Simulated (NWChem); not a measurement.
Species: disulfane (H2S2); SMILES SS

Computed with NWChem. Structure relaxed at the PBE0/def2-SVP level. Level: PBE0/def2-SVPD; rows give the wavelength of the field.

```
field    isotropic polarisability (bohr³)  anisotropy (bohr³)
-------  --------------------------------  ------------------
static                                ___                18.2
1065 nm                              44.7                18.5
589 nm                               45.8                19.4
```

### Question
Fill in the missing entries.

### Answer

- static, isotropic polarisability (bohr³): 44.2
